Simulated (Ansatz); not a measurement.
All values below come from PBE0-D4/def2-SVP in Ansatz (a first-principles code). No frequencies were computed at this level.

Ansatz 0.2 input:
```yaml
crystal:
  periodic: [false, false, false]
  atoms:
    - { symbol: B, position_ang: [2.664675, -0.749813, 0.356129] }
    - { symbol: C, position_ang: [1.247301, -0.123439, 0.611161] }
    - { symbol: C, position_ang: [0.04307, -1.103503, 0.592691] }
    - { symbol: C, position_ang: [-0.944498, -0.432122, -0.375557] }
    - { symbol: C, position_ang: [-1.94739, -1.369725, -0.95914] }
    - { symbol: O, position_ang: [-3.136107, -1.206691, -0.984606] }
    - { symbol: C, position_ang: [-1.518579, 0.820727, 0.298661] }
    - { symbol: C, position_ang: [-0.330617, 1.802358, 0.285846] }
    - { symbol: C, position_ang: [0.793094, 0.983868, -0.361629] }
    - { symbol: C, position_ang: [0.025583, 0.177161, -1.405543] }
    - { symbol: H, position_ang: [3.513516, -0.108059, -0.127052] }
    - { symbol: H, position_ang: [2.889663, -1.845949, 0.694301] }
    - { symbol: H, position_ang: [1.338371, 0.314234, 1.615476] }
    - { symbol: H, position_ang: [-0.401475, -1.24517, 1.577094] }
    - { symbol: H, position_ang: [0.338585, -2.083246, 0.213717] }
    - { symbol: H, position_ang: [-1.486094, -2.275633, -1.407757] }
    - { symbol: H, position_ang: [-1.872324, 0.602829, 1.305487] }
    - { symbol: H, position_ang: [-2.364315, 1.198803, -0.275457] }
    - { symbol: H, position_ang: [-0.556586, 2.682821, -0.316965] }
    - { symbol: H, position_ang: [-0.062855, 2.143534, 1.285489] }
    - { symbol: H, position_ang: [1.611386, 1.592954, -0.741425] }
    - { symbol: H, position_ang: [-0.482415, 0.795194, -2.144027] }
    - { symbol: H, position_ang: [0.638001, -0.571139, -1.905917] }
basis:
  gaussian: { orbitals: def2-svp }
hamiltonian:
  xc: pbe0
  dispersion: d4
relax:
  max_steps: 150
```

Output:

```
Functional definition: PBE0
2370 factors; integrals over basis functions are off by at most 3.5e-4 eV
mean field evaluation 1: about -11198.3368 eV, gradient 6.6e1 eV
mean field evaluation 2: about -11189.9988 eV, gradient 9.2e1 eV
mean field evaluation 4: about -11208.8799 eV, gradient 5.9e0 eV
mean field evaluation 8: about -11209.0171 eV, gradient 4.9e-1 eV
mean field evaluation 16: about -11209.0176 eV, gradient 2.5e-5 eV
mean field -11209.01764321 eV, -411.9238006428 hartree, gradient 1.2e-5 eV, S^2 0.000000; 0 other end points of the search recorded, 0 dependent functions left out
reference -11209.01767523 eV, -411.9238018198 hartree; 37, 37 occupied and 168, 168 virtual orbitals, 2370 factors
relax step   1: F+E_penalty+E_count = -11209.59901877 eV  Δ(F+E_penalty+E_count) = +0.000e0 eV  max|allowed force component| = 1.251e0 eV/Å  Δτ_max = 0.0000 Å  (30 SCF iters, accepted)
these checks for a lower state are left out or cut short: starts, cluster_reference, orbital_swaps, neighbouring_geometries, increment
2370 factors; integrals over basis functions are off by at most 3.5e-4 eV
mean field -11209.10005762 eV, -411.9268293167 hartree, gradient 6.9e-6 eV, S^2 0.000000; 0 other end points of the search recorded, 0 dependent functions left out
reference -11209.10008984 eV, -411.9268305005 hartree; 37, 37 occupied and 168, 168 virtual orbitals, 2370 factors
relax step   2: F+E_penalty+E_count = -11209.67981841 eV  Δ(F+E_penalty+E_count) = -8.080e-2 eV  max|allowed force component| = 4.535e-1 eV/Å  Δτ_max = 0.0306 Å  (33 SCF iters, accepted)
these checks for a lower state are left out or cut short: starts, cluster_reference, orbital_swaps, neighbouring_geometries, increment
2370 factors; integrals over basis functions are off by at most 3.5e-4 eV
mean field evaluation 32: about -11209.1098 eV, gradient 6.9e-6 eV
mean field -11209.10979840 eV, -411.9271872836 hartree, gradient 6.9e-6 eV, S^2 0.000000; 0 other end points of the search recorded, 0 dependent functions left out
reference -11209.10983075 eV, -411.9271884726 hartree; 37, 37 occupied and 168, 168 virtual orbitals, 2370 factors
relax step   3: F+E_penalty+E_count = -11209.68852529 eV  Δ(F+E_penalty+E_count) = -8.707e-3 eV  max|allowed force component| = 2.211e-1 eV/Å  Δτ_max = 0.0482 Å  (33 SCF iters, accepted)
these checks for a lower state are left out or cut short: starts, cluster_reference, orbital_swaps, neighbouring_geometries, increment
2370 factors; integrals over basis functions are off by at most 3.5e-4 eV
mean field -11209.11207048 eV, -411.9272707811 hartree, gradient 6.6e-6 eV, S^2 0.000000; 0 other end points of the search recorded, 0 dependent functions left out
reference -11209.11210282 eV, -411.9272719694 hartree; 37, 37 occupied and 168, 168 virtual orbitals, 2370 factors
relax step   4: F+E_penalty+E_count = -11209.69070294 eV  Δ(F+E_penalty+E_count) = -2.178e-3 eV  max|allowed force component| = 1.836e-1 eV/Å  Δτ_max = 0.0219 Å  (33 SCF iters, accepted)
these checks for a lower state are left out or cut short: starts, cluster_reference, orbital_swaps, neighbouring_geometries, increment
2370 factors; integrals over basis functions are off by at most 3.5e-4 eV
mean field -11209.11356812 eV, -411.9273258185 hartree, gradient 6.7e-6 eV, S^2 0.000000; 0 other end points of the search recorded, 0 dependent functions left out
reference -11209.11360044 eV, -411.9273270059 hartree; 37, 37 occupied and 168, 168 virtual orbitals, 2370 factors
relax step   5: F+E_penalty+E_count = -11209.69186539 eV  Δ(F+E_penalty+E_count) = -1.162e-3 eV  max|allowed force component| = 1.006e-1 eV/Å  Δτ_max = 0.0240 Å  (33 SCF iters, accepted)
these checks for a lower state are left out or cut short: starts, cluster_reference, orbital_swaps, neighbouring_geometries, increment
2370 factors; integrals over basis functions are off by at most 3.5e-4 eV
mean field -11209.11368584 eV, -411.9273301446 hartree, gradient 6.9e-6 eV, S^2 0.000000; 0 other end points of the search recorded, 0 dependent functions left out
reference -11209.11371814 eV, -411.9273313315 hartree; 37, 37 occupied and 168, 168 virtual orbitals, 2370 factors
relax step   6: F+E_penalty+E_count = -11209.69173507 eV  Δ(F+E_penalty+E_count) = +1.303e-4 eV  max|allowed force component| = 1.003e-1 eV/Å  Δτ_max = 0.0274 Å  (33 SCF iters, rejected (line search))
these checks for a lower state are left out or cut short: starts, cluster_reference, orbital_swaps, neighbouring_geometries, increment
2370 factors; integrals over basis functions are off by at most 3.5e-4 eV
mean field -11209.11425768 eV, -411.9273511592 hartree, gradient 6.9e-6 eV, S^2 0.000000; 0 other end points of the search recorded, 0 dependent functions left out
reference -11209.11428999 eV, -411.9273523466 hartree; 37, 37 occupied and 168, 168 virtual orbitals, 2370 factors
relax step   7: F+E_penalty+E_count = -11209.69248461 eV  Δ(F+E_penalty+E_count) = -6.192e-4 eV  max|allowed force component| = 1.152e-1 eV/Å  Δτ_max = 0.0133 Å  (33 SCF iters, accepted)
these checks for a lower state are left out or cut short: starts, cluster_reference, orbital_swaps, neighbouring_geometries, increment
2370 factors; integrals over basis functions are off by at most 3.5e-4 eV
mean field evaluation 64: about -11209.1148 eV, gradient 9.4e-4 eV
mean field -11209.11484671 eV, -411.9273728056 hartree, gradient 7.8e-6 eV, S^2 0.000000; 0 other end points of the search recorded, 0 dependent functions left out
reference -11209.11487902 eV, -411.9273739930 hartree; 37, 37 occupied and 168, 168 virtual orbitals, 2370 factors
relax step   8: F+E_penalty+E_count = -11209.69306180 eV  Δ(F+E_penalty+E_count) = -5.772e-4 eV  max|allowed force component| = 1.590e-2 eV/Å  Δτ_max = 0.0128 Å  (27 SCF iters, accepted)
these checks for a lower state are left out or cut short: starts, cluster_reference, orbital_swaps, neighbouring_geometries, increment
2370 factors; integrals over basis functions are off by at most 3.5e-4 eV
mean field -11209.11492607 eV, -411.9273757219 hartree, gradient 9.8e-6 eV, S^2 0.000000; 0 other end points of the search recorded, 0 dependent functions left out
reference -11209.11495838 eV, -411.9273769094 hartree; 37, 37 occupied and 168, 168 virtual orbitals, 2370 factors
relax step   9: F+E_penalty+E_count = -11209.69310129 eV  Δ(F+E_penalty+E_count) = -3.949e-5 eV  max|allowed force component| = 3.847e-2 eV/Å  Δτ_max = 0.0060 Å  (26 SCF iters, accepted)
these checks for a lower state are left out or cut short: starts, cluster_reference, orbital_swaps, neighbouring_geometries, increment
2370 factors; integrals over basis functions are off by at most 3.5e-4 eV
mean field -11209.11507574 eV, -411.9273812224 hartree, gradient 1.9e-5 eV, S^2 0.000000; 0 other end points of the search recorded, 0 dependent functions left out
reference -11209.11510806 eV, -411.9273824100 hartree; 37, 37 occupied and 168, 168 virtual orbitals, 2370 factors
relax step  10: F+E_penalty+E_count = -11209.69319157 eV  Δ(F+E_penalty+E_count) = -9.028e-5 eV  max|allowed force component| = 2.864e-2 eV/Å  Δτ_max = 0.0060 Å  (26 SCF iters, accepted)
these checks for a lower state are left out or cut short: starts, cluster_reference, orbital_swaps, neighbouring_geometries, increment
2370 factors; integrals over basis functions are off by at most 3.5e-4 eV
mean field -11209.11527148 eV, -411.9273884158 hartree, gradient 7.2e-6 eV, S^2 0.000000; 0 other end points of the search recorded, 0 dependent functions left out
reference -11209.11530381 eV, -411.9273896038 hartree; 37, 37 occupied and 168, 168 virtual orbitals, 2370 factors
relax step  11: F+E_penalty+E_count = -11209.69327623 eV  Δ(F+E_penalty+E_count) = -8.465e-5 eV  max|allowed force component| = 8.389e-3 eV/Å  Δτ_max = 0.0155 Å  (26 SCF iters, accepted)
2370 factors; integrals over basis functions are off by at most 3.5e-4 eV
mean field evaluation 96: about -11209.1153 eV, gradient 3.2e-2 eV
mean field -11209.11527148 eV, -411.9273884158 hartree, gradient 7.2e-6 eV, S^2 0.000000; 1 other end points of the search recorded, 0 dependent functions left out
reference -11209.11530381 eV, -411.9273896038 hartree; 37, 37 occupied and 168, 168 virtual orbitals, 2370 factors
Total energy: -11209.69330855 eV, -411.9486308863 hartree
Atom 0 at     2.676293    -0.724931     0.406984 Å, force    -0.003289    -0.007067     0.004198 eV/Å
Atom 1 at     1.249104    -0.135843     0.571000 Å, force     0.000817     0.000126     0.008389 eV/Å
Atom 2 at     0.046415    -1.123849     0.563812 Å, force     0.002068     0.001852     0.001084 eV/Å
Atom 3 at    -0.956463    -0.434296    -0.378896 Å, force     0.001657     0.000163    -0.003693 eV/Å
Atom 4 at    -1.977034    -1.363437    -0.961799 Å, force     0.006355     0.000419     0.002507 eV/Å
Atom 5 at    -3.161356    -1.159323    -0.996834 Å, force    -0.007264    -0.001297    -0.000346 eV/Å
Atom 6 at    -1.516368     0.815147     0.311421 Å, force     0.000181     0.001685    -0.000136 eV/Å
Atom 7 at    -0.323609     1.803422     0.280481 Å, force     0.000360    -0.001361     0.001026 eV/Å
Atom 8 at     0.794662     0.987069    -0.383662 Å, force    -0.000780     0.001065    -0.003183 eV/Å
Atom 9 at     0.005094     0.183821    -1.422793 Å, force    -0.000356    -0.000387     0.003423 eV/Å
Atom 10 at     3.574033    -0.063291    -0.066687 Å, force    -0.000354     0.003928    -0.000450 eV/Å
Atom 11 at     2.931458    -1.829849     0.835269 Å, force    -0.001126     0.004021    -0.002579 eV/Å
Atom 12 at     1.389266     0.286082     1.597493 Å, force     0.000401    -0.002160    -0.006619 eV/Å
Atom 13 at    -0.388605    -1.291241     1.560286 Å, force     0.000314    -0.001453    -0.000790 eV/Å
Atom 14 at     0.337351    -2.111596     0.167558 Å, force    -0.000666     0.000019    -0.001728 eV/Å
Atom 15 at    -1.544819    -2.303234    -1.402142 Å, force     0.000511     0.000836    -0.000872 eV/Å
Atom 16 at    -1.866192     0.586199     1.329030 Å, force     0.000928    -0.000154     0.000556 eV/Å
Atom 17 at    -2.386990     1.189828    -0.245827 Å, force    -0.000998     0.000437     0.000397 eV/Å
Atom 18 at    -0.562710     2.693859    -0.321575 Å, force     0.000449    -0.000207    -0.001799 eV/Å
Atom 19 at    -0.033346     2.160835     1.280240 Å, force    -0.000252     0.001304     0.000381 eV/Å
Atom 20 at     1.623117     1.593312    -0.776906 Å, force     0.000802    -0.001120     0.000288 eV/Å
Atom 21 at    -0.518783     0.810751    -2.161241 Å, force     0.000877    -0.000849     0.000069 eV/Å
Atom 22 at     0.609473    -0.569440    -1.954234 Å, force    -0.000635     0.000199    -0.000122 eV/Å
Dipole moment:     0.442738     0.132365     0.102411 e Å
```

Cost: around 3 core-minutes (rough).
